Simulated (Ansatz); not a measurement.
Calculated with Ansatz (gas phase, PBE0-D4/def2-TZVP geometries, no zero-point term in ΔE). CBS: MP2 limit from def2 TZ/QZ plus the TZ coupled-cluster correction, frozen cores. Functionals use def2-TZVPP. B3LYP here is the variant with VWN-RPA as its local correlation; programs differ in this. def2 core potentials past Kr. For Se, Te outer-core shells are correlated without core-valence functions, which leaves a few kJ/mol of doubt a bond. Scalar relativity is left out up to krypton.

Reaction (ligand exchange at the Si–C bond): `CC([SiH3])[TeH]` + `[AlH2][SeH]` → `[AlH2][Se][SiH3]` + `CC[TeH]`

**Question.** Is it downhill or uphill in electronic energy at CCSD(T)/CBS, and by how much? (An estimate is asked.)

**Answer.** The calculation gave: Downhill: ΔE = -15.7 kcal/mol.

**Question.** What do these levels give: PBE-D4, PBE, B3LYP, HF/def2-TZVPP, SCS-MP2/def2-TZVPP, CCSD/CBS(def2)? (Best estimate.)

**Answer.** The calculation gave: PBE-D4 -15.9, PBE -16.6, B3LYP -17.0, HF/def2-TZVPP -18.8, SCS-MP2/def2-TZVPP -15.7, CCSD/CBS(def2) -16.2 kcal/mol.

Largest T1 diagnostic among the species: 0.011.

The D4 term adds +1.2 kcal/mol with B3LYP and +0.7 kcal/mol with PBE0; it sums over pairs of atoms, weighted by their polarisabilities, and B3LYP, whose exchange is more repulsive, gets the larger term. In def2-TZVPP, CCSD(T) changes the Hartree–Fock value by +3.7 kcal/mol (the triples alone add +0.4 kcal/mol) and MP2 by +3.3 kcal/mol.
